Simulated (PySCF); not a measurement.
**Germanium: a sound run and one with changed settings**

Sound run: Ge⁺ [Ar] 3d10 4s2 4p1, Ge²⁺ [Ar] 3d10 4s2. Computed with PySCF 2.14 in x2c-SVPall (5s4p3d, 32 functions), with the spin-free X2C one-electron Hamiltonian (Gaussian nucleus). In the sound run the correlated levels freeze [Ar] 3d10. The sound run starts from symmetry-adapted Hartree-Fock orbitals and uses a fine grid where one is needed.

Changed run: a valence shell is frozen. This setting is unsound on purpose.

Ionisation energy of Ge⁺:

| method | sound run (eV) | changed run (eV) |
| --- | --- | --- |
| UHF | 15.235 | 15.235 |
| MP2 | 15.390 | 15.235 |
| SCS-MP2 | 15.371 | 15.235 |
| CCSD | 15.466 | 15.235 |
| CCSD(T) | 15.480 | 15.235 |
| CCSDT | n/a | 15.235 |
| FCI | n/a | 15.235 |

Freezing a valence shell removes pair correlation that changes on ionisation.

For comparison, NIST gives 15.935 eV between the lowest levels.
